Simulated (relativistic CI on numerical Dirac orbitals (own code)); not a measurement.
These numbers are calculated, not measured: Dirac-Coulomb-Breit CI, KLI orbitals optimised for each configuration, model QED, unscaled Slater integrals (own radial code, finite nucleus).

The strongest absorption lines from the ground level of an ion, among the configurations computed and to levels below about 124 eV (vacuum wavelength in Å, gf): 118.18 (2.7), 118.56 (0.076), 118.82 (1.5), 120.04 (0.66), 120.07 (1.4), 121.10 (0.19), 126.93 (0.11), 128.74 (0.07).

(1) Which ion is it?
A. Br¹²⁺
B. As¹⁰⁺
C. As¹²⁺
D. As⁸⁺

Answers

(1) B. As¹⁰⁺ has 23 electrons and the ground level 3s²3p⁶3d⁵ ⁶S5/2; the strongest line goes to 3s²3p⁵3d⁶ ⁶P°7/2. The pattern of lines fixes the number of electrons, and along that sequence the line energies rise steadily with the charge (about as its square where n changes within one kind of shell, about linearly where n is kept but much faster in heavy ions where fine structure, which grows about as Z⁴, sets the gap, and irregularly where shells cross), which fixes Z. Configurations outside the model, such as inner-shell arrays, can give stronger lines. At this charge energies of transitions that change n are usually good to better than 1 %, and those within a shell (Δn = 0) to a few per cent. Terms inside the open d or f shell come out 10 to 20 % too wide with unscaled integrals.

LS names give the leading component of a level, which can be under half, so a name can repeat, a term be missing and a line seem to break the LS rules.
